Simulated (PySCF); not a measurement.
furan-2-ylsilane (C4H6OSi), SMILES [SiH3]c1ccco1. The structure is a stationary point at PBE-D3(BJ)/def2-SVP.

Computed equilibrium geometry at PBE-D3(BJ)/def2-SVP (PySCF confirms it by a frequency run) as Cartesian coordinates in Å, and its point group:
point group Cs.
```xyz
12

Si    -0.0062    -2.0578     0.0000
C      0.0989    -0.1888     0.0000
C      1.1690     0.6902     0.0000
C      0.6244     2.0155     0.0000
C     -0.7425     1.8583     0.0000
O     -1.0729     0.5406     0.0000
H     -0.7276    -2.5657    -1.2186
H     -0.7276    -2.5657     1.2186
H      1.4055    -2.5718     0.0000
H      2.2289     0.4108     0.0000
H      1.1734     2.9636     0.0000
H     -1.5814     2.5626     0.0000
```
Charge 0, spin multiplicity 1.
